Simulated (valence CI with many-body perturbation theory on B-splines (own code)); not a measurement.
## Level structure of Nd⁵³⁺

Level of theory: valence CI with perturbative core correlation (CI+MBPT): five valence electrons over a frozen Dirac-Fock core [He], a basis of 11 s, 11 p, 10 d, 8 f, 5 g, 2 h functions for each j, with the one-electron correlation potential Σ1, the two-electron term Σ2, the three-electron term Σ3, Breit, model QED; selected CI, second order for the rest, scaled by the run's own slope (own B-spline code, finite nucleus).

No measured spectrum was set against this ion. As an estimate, large intervals hold to a few tenths of a per cent, small ones and those within an open d or f shell to about a per cent. Among the levels kept, up to 7300 cm⁻¹ of a level comes from second order outside the variational space, and about a tenth of that is noise between levels of different J, which matters for small intervals.

Levels 181 to 197 of 197, with energies above the lowest level, (2s^2 2p1/2^2 2p3/2) J=3/2. "Leading %" is the weight of the configuration and term that name the level; weights of strongly mixed levels are sums over their largest components and can fall short, so below about 35 % the name and the second component can differ from the true leading terms, or belong to a minority configuration. In the jj column 3d3/2^4 stands for four electrons in 3d with j = 3/2. Lifetimes count E1, E2, E3, M1 and M2 decay at the calculated energies, and are blank where another channel may lead or the interval is too uncertain; long ones can be off by a factor of two.

```
No.  Configuration  Term    J  E (eV)  Leading %  Lifetime    Second component                     Leading jj
181      2s 2p3 3d   4D°  5/2  7454.3         37   3.51 fs  19 % 2s 2p3 3d 2D°  2s 2p1/2 2p3/2^2 3d5/2 (98 %)
182      2s 2p3 3d   2G°  9/2  7459.9         81    204 fs  12 % 2s 2p3 3d 4G°  2s 2p1/2 2p3/2^2 3d5/2 (99 %)
183      2s 2p3 3d   2F°  7/2  7463.1         55   28.6 fs   9 % 2s 2p3 3d 4D°  2s 2p1/2 2p3/2^2 3d5/2 (99 %)
184      2s 2p3 3d   2F°  7/2  7467.1         49   1.54 fs  25 % 2s 2p3 3d 4F°  2s 2p1/2 2p3/2^2 3d5/2 (98 %)
185      2s 2p3 3d   2D°  3/2  7468.5         45   1.41 fs  19 % 2s 2p3 3d 2P°  2s 2p1/2 2p3/2^2 3d5/2 (91 %)
186      2s 2p3 3d   2D°  5/2  7472.3         39   4.35 fs  28 % 2s 2p3 3d 2F°  2s 2p1/2 2p3/2^2 3d5/2 (98 %)
187         2p4 3p   2P°  1/2  7472.9         31   3.27 fs  24 % 2s 2p3 3d 2S°   2p1/2^2 2p3/2^2 3p1/2 (49 %)
188      2s 2p3 3d   2D°  3/2  7474.1         39   10.1 fs  22 % 2s 2p3 3d 2P°  2s 2p1/2 2p3/2^2 3d5/2 (97 %)
189      2s 2p3 3d   2S°  1/2  7477.2         26   2.04 fs     21 % 2p4 3p 2P°  2s 2p1/2 2p3/2^2 3d5/2 (52 %)
190      2s 2p3 3d   2P°  3/2  7483.2         39    867 as  27 % 2s 2p3 3d 2D°  2s 2p1/2 2p3/2^2 3d5/2 (94 %)
191      2s 2p3 3d   2D°  5/2  7486.2         41    951 as  35 % 2s 2p3 3d 2F°  2s 2p1/2 2p3/2^2 3d5/2 (95 %)
192         2p4 3p   2D°  5/2  7574.3         49   6.16 fs     40 % 2p4 3p 4P°   2p1/2^2 2p3/2^2 3p3/2 (97 %)
193         2p4 3p   4D°  7/2  7574.5         68   6.52 fs     30 % 2p4 3p 2F°   2p1/2^2 2p3/2^2 3p3/2 (98 %)
194         2p4 3p   2P°  1/2  7575.8         48   5.66 fs     38 % 2p4 3p 2S°   2p1/2^2 2p3/2^2 3p3/2 (97 %)
195      2s 2p3 3s   4P°  5/2  7605.8         51   53.7 fs  16 % 2s 2p3 3s 2D°           2s 2p3/2^3 3s (98 %)
196         2p4 3p   2P°  3/2  7612.1         44   6.20 fs     29 % 2p4 3p 2D°   2p1/2^2 2p3/2^2 3p3/2 (98 %)
197      2s 2p3 3s   2P°  3/2  7623.8         40   13.1 fs  16 % 2s 2p3 3s 4S°           2s 2p3/2^3 3s (98 %)
```
